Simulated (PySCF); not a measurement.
Method: TPSSh-D3(BJ)/def2-TZVP // TPSS-D3(BJ)/def2-SVP in PySCF. Isolated molecules, 0 K electronic values unless said otherwise. 

Reference species: [Mo(Cl)6] (neutral, multiplicity 1).

```yaml
LUMO: -6.21 eV
HOMO–LUMO gap: 2.27 eV
mean_distance_from_the_central_atom_to_its_bonded_neighbours: 2.314 Å
```

Changed species: [Mo(F)6] (6 of 6 Cl replaced by F; the reference has 0 of 6 Cl replaced by F).

### Question
What does the change do to the LUMO, HOMO–LUMO gap and mean distance from the central atom to its bonded neighbours?

### Answer
the LUMO stays essentially unchanged; the HOMO–LUMO gap goes up by 3.19 eV, to 5.46 eV; the mean distance from the central atom to its bonded neighbours falls by 0.475 Å, to 1.839 Å.
